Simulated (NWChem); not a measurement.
Molecule: HfClF3; SMILES [F][Hf]([F])([Cl])[F]

```xyz
5

Hf     0.0000     0.0000     0.1738
F      1.0937    -1.4211     0.8311
F      0.6838     1.6577     0.8311
F     -1.7775    -0.2367     0.8311
Cl     0.0000     0.0000    -2.1829
```
Atoms are numbered in this order, from 1.

Level: PBE-D3(BJ)/def2-SVP with def2 effective core potentials on Hf (NWChem), optimised geometry, unscaled harmonic frequencies. def2 effective core potentials on Hf; no spin-orbit coupling.

```csv
frequency (cm⁻¹),IR intensity (km/mol)
118,8.2
118,8.2
152,13.8
158,6.7
158,6.7
384,51.7
662,107.5
662,107.5
665,50.8
```

The zero-point energy is 4.4 kcal/mol and the thermal correction to the enthalpy at 298.15 K (with zero-point energy) is 9.3 kcal/mol. The heat capacity Cv is 19.7 cal/(mol K). The entropy at 298.15 K and 1 atm (symmetry number 3) comes out as 84.8 cal/(mol K).

Rigid rotor and harmonic oscillator.
